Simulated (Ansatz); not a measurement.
Abridged output of a molecular run in Ansatz:

```
Functional definition: HF
1601 factors; integrals over basis functions are off by at most 1.0e-3 eV
mean field evaluation 1: about -85582.4551 eV, gradient 3.9e1 eV
mean field evaluation 2: about -85582.9595 eV, gradient 3.9e1 eV
mean field evaluation 4: about -85586.5788 eV, gradient 4.4e0 eV
mean field evaluation 8: about -85586.6731 eV, gradient 3.5e-1 eV
mean field evaluation 16: about -85586.6740 eV, gradient 3.0e-6 eV
mean field -85586.67396290 eV, -3145.2522554054 hartree, gradient 3.0e-6 eV, S^2 0.000000; 0 other end points of the search recorded, 0 dependent functions left out
21 core orbitals not correlated: weight in the atoms' cores, before any rotation towards them, 1.000 or more for the frozen orbitals, at most 0.000 for the correlated occupied ones
reference -85586.67396290 eV, -3145.2522554054 hartree; 20, 20 occupied and 223, 223 virtual orbitals, 1601 factors
second order -25.87819053 eV of doubles, -0.00000000 eV of singles
cycle   1  -26.04716224 eV  change   -1.7e-1 eV  update   1.2e-1
cycle   2  -26.77041655 eV  change   -7.2e-1 eV  update   3.7e-2
cycle   3  -26.91386414 eV  change   -1.4e-1 eV  update   2.0e-2
cycle   4  -26.89591302 eV  change    1.8e-2 eV  update   5.5e-3
cycle   5  -26.89372144 eV  change    2.2e-3 eV  update   3.0e-3
cycle   6  -26.89495156 eV  change   -1.2e-3 eV  update   1.0e-3
cycle   7  -26.89430994 eV  change    6.4e-4 eV  update   4.6e-4
cycle   8  -26.89422929 eV  change    8.1e-5 eV  update   1.6e-4
cycle   9  -26.89434228 eV  change   -1.1e-4 eV  update   6.1e-5
cycle  10  -26.89432120 eV  change    2.1e-5 eV  update   2.3e-5
perturbative correction -1.20069696 eV, -0.0441247993 hartree
Total energy: -85614.76898106 eV, -3146.2847282793 hartree
```

Its atoms:

Z-matrix (Å, degrees):
```
Si
P 1 2.271
Se 1 2.795 2 52.5
C 1 1.879 2 93.2 3 20.8
H 1 1.491 2 116.8 3 143.8
H 1 1.485 2 108.4 3 -91.9
O 2 1.664 1 96.8 3 -103.7
H 4 1.089 1 115.1 2 89.5
H 4 1.090 1 117.0 2 -138.7
H 7 0.962 2 110.2 1 179.1
```

Task: Which basis set was used?
A. cc-pV(D+d)Z
B. def2-QZVPP
C. def2-SVP
D. def2-TZVPP

Result: D. It gives 264 functions.

Task: Write the keys of the input that set method, charge and spin (a neutral closed shell needs none for the last two).

Result: 
```yaml
correlation: {method: ccsd_t}
```
